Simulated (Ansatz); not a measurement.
F2H4HfN2, SMILES `[NH2][Hf]([NH2])([F])[F]`, relaxed with RKS PBE0-D4/def2-TZVP in Ansatz 0.2.0 from a GFN2-xTB geometry. The force threshold is 0.005 eV/Å; the program also tests the step.

The species carries charge 0 and has multiplicity 1. Hf takes the def2 core potential.

Start:

```xyz
9

N     1.881    0.292   -0.066
Hf   -0.123    0.418   -0.143
N    -1.275   -1.210    0.046
F    -0.690    1.445    1.328
F    -0.922    1.209   -1.651
H     2.535   -0.278   -0.599
H     2.368    0.566    0.788
H    -1.749   -1.259    0.954
H    -2.023   -1.182   -0.657
```

(1) How much energy does the relaxation release, and in how many steps? (Estimate.)

(2) Which bonds change most? (Best estimate.)

(3) Give the relaxed structure. (Estimate.)

Answers

(1) Computed: 50.71 kJ/mol, in 17 steps, 3 of them rejected.

(2) Computed: Hf2–F4 from 1.881 to 1.918 Å; Hf2–F5 from 1.882 to 1.918 Å; Hf2–N3 from 2.004 to 2.025 Å; N1–Hf2 from 2.009 to 2.030 Å.

(3) Computed: 
```xyz
9

N     1.691    0.170   -0.006
Hf   -0.279    0.659   -0.011
N    -1.302   -1.088    0.022
F    -0.668    1.701    1.552
F    -0.678    1.642   -1.610
H     2.063   -0.769    0.005
H     2.460    0.825   -0.015
H    -1.637   -1.558    0.852
H    -1.649   -1.582   -0.789
```
